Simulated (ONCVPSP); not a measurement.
magnesium (Mg): one change to an ONCV potential, before and after

* Element: magnesium
* Generator: ONCVPSP 4.0.1
* Type: optimised norm-conserving Vanderbilt (ONCV)
* Functional: PBEsol
* Relativity: scalar-relativistic
* Frozen core: [He]
* Valence charge: 10
* Reference configuration: 2s2 2p6 3s2
* Partial waves: 2s+3s: rc 1.15 bohr, ncon 3, nbas 6, qcut 8.7 1/bohr, 2 projectors; 2p: rc 1.10 bohr, ncon 4, nbas 7, qcut 10.3 1/bohr, 1 projector; d scattering state at 0.11 Ha: rc 1.10 bohr, ncon 4, nbas 8, qcut 8.3 1/bohr, 2 projectors, debl 1.1 Ha
* Local potential: polynomial inside 0.80 bohr (lpopt 5, dvloc0 2 Ha)
* Core correction: Teter function, fcfact 1.75, rcfact 1.75

All-electron outer shells of the reference configuration (PBEsol, scalar-relativistic, ld1.x):

| shell | level (eV) | outermost node (bohr) | outermost maximum (bohr) |
| --- | --- | --- | --- |
| 1s | -1256.64 | – | 0.09 |
| 2s | -79.59 | 0.18 | 0.55 |
| 2p | -46.55 | – | 0.48 |
| 3s | -4.68 | 0.90 | 2.56 |

Change: p: rc 1.48.

Cutoffs: the cutoffs (Ha) at which the residual kinetic energy of the hardest occupied pseudo-wave falls to 1 and 0.1 mHa per electron; they do not see the model core or the augmentation charge, which bear on the density cutoff. Errors are all-electron minus pseudo energies relative to the spin-unpolarised reference configuration.

Problem. How do hardness, ghosts and transferability respond?

Solution. The potential gets softer (53 Ha and 116 Ha → 39 Ha and 44 Ha); of the 4 tests that both files solve, the error grows in 2 and shrinks in 0 by more than 15 % and 0.3 meV (median size 1.3 → 2.7 meV); neither file shows a bound ghost. A larger radius leaves more room for a smooth pseudo-wave, so fewer plane waves are needed.

```tsv
quantity	base	changed
cutoff, loose	53 Ha	39 Ha
cutoff, tight	116 Ha	44 Ha
loose cutoff by channel	s 21 Ha, p 53 Ha	s 21 Ha, p 39 Ha
bound ghosts	none	none
GHOST(+) flags under 300 eV	none	none
error for 2s2 2p6 3s1, meV [ΔE 7.92 eV]	-0.3	-0.6
error for 2s2 2p6 3s0, meV [ΔE 22.74 eV]	-2.3	-4.9
error for 2s2 2p6 3s1.5, meV [ΔE 3.13 eV]	-0.1	-0.1
error for 2s2 2p5 3s2, meV [ΔE 58.45 eV]	+249	+601
s: phases at 1.17 bohr within 0.05 rad from the reference energy up to (Ha; the scan ends near 5)	to the end of the scan	to the end of the scan
d: phases at 1.11 bohr within 0.05 rad from the reference energy up to (Ha; the scan ends near 5)	to the end of the scan	to the end of the scan
rms error of d²Exc/dni dnj with the model core, mHa	1.26	1.86
```
